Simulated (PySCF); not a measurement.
Computed IR spectrum (relative IR intensity) of a molecule C4H4F2. Geometry optimised at PBE-D3(BJ)/def2-SVP. Other conformers were not sampled. Method: PySCF with PBE-D3(BJ)/def2-SVP. Harmonic, unscaled wavenumbers; measured fundamentals usually lie a few per cent lower.

| ν (cm⁻¹) | relative intensity |
|---|---|
| 340 | 2.6 |
| 413 | 7.5 |
| 492 | 11 |
| 823 | 25 |
| 851 | 9.2 |
| 1029 | 3.8 |
| 1059 | 100 |
| 1087 | 100 |
| 1107 | 13 |
| 1319 | 11 |
| 1347 | 32 |
| 1427 | 14 |
| 2031 | 38 |
| 2990 | 17 |

Problem. Identify the compound among the candidates.
(A) F/C=C\C=C/F
(B) C=C(F)/C=C\F
(C) CC#CC(F)F
(D) C=C=CC(F)F

Solution. D, C=C=CC(F)F
